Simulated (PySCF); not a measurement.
Sn(F)4, SMILES [F][Sn]([F])([F])[F] (F4Sn) (PBE0/def2-SVP optimised geometry):

```
5

F     -1.263    -1.793     1.555
Sn    -0.632    -0.896     0.000
F      1.270    -0.896     0.000
F     -1.273    -1.793    -1.551
F     -1.270     0.896     0.000
```

Calculation: PBE0/def2-TZVP, def2 effective core potentials past Kr (PySCF).

**Question.** What are the frontier orbital energies and the dipole moment?

**Answer.** HOMO-2 -12.39 eV, HOMO-1 -12.39 eV, HOMO -12.39 eV, LUMO -3.94 eV, LUMO+1 0.21 eV; dipole moment 0.02 D.

On the same geometry PBE/def2-TZVP, def2 effective core potentials past Kr (PySCF) gives HOMO-2 -10.22 eV, HOMO-1 -10.22 eV, HOMO -10.22 eV, LUMO -4.91 eV, LUMO+1 -0.62 eV; dipole moment 0.01 D.
